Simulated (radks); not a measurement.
The numbers below are computed, except where a source is named.
Problem. Tc, configuration [Kr] 4d5 5s2. Code: a radial shooting solver on a logarithmic mesh with Libxc functionals. Model: scalar-relativistic Kohn-Sham, PBE, spin-unpolarised, spherical densities, finite nucleus; Fermi nuclear charge, rms radius 4.4112 fm; hard spherical wall at 3 bohr. Some entries of the table are withheld. Estimate them.

orbital  occ.  eigenvalue (hartree)  r(max) (bohr)
1s          2             -766.0567        0.02228
2s          2             -108.5981         0.1262
2p          6             -97.10761            (1)
3s          2             -18.27952         0.3725
3p          6             -14.50798         0.3659
3d         10              -8.40166         0.3118
4s          2              -2.04460         0.9565
4p          6              -1.03810          1.036
4d          5                   (2)          1.293
5s          2               0.96603            (3)
5p          0               1.46122          2.136
4f          0                   (4)          1.854
6s          0               4.36395          2.483

Solution. 
(1) 2p r(max) (bohr): 0.1008
(2) 4d eigenvalue (hartree): 0.39811
(3) 5s r(max) (bohr): 2.053
(4) 4f eigenvalue (hartree): 1.71223
